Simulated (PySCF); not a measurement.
B3LYP has the VWN-RPA correlation part, as in Gaussian. 

Z-matrix (Å, degrees):
```
C
C 1 1.2946
N 1 1.3570 2 152.45
H 3 1.0063 1 116.56 2 163.09
H 3 1.0078 4 114.60 1 142.38
H 2 1.0723 1 151.49 3 -2.39
C 1 1.4846 2 65.74 6 -175.30
H 7 1.0924 1 119.51 2 -106.43
H 7 1.0927 8 113.14 1 148.95
```
Charge 0, multiplicity 1.

### Question
What is the computed dipole moment, HOMO, total energy, LUMO and HOMO–LUMO gap (B3LYP-D3(BJ)/def2-TZVP (PySCF))?

### Answer

```yaml
dipole_moment: 0.425 e·Å
HOMO: -5.67 eV
total_energy: -4682.11 eV
LUMO: 0.63 eV
HOMO–LUMO gap: 6.30 eV
```
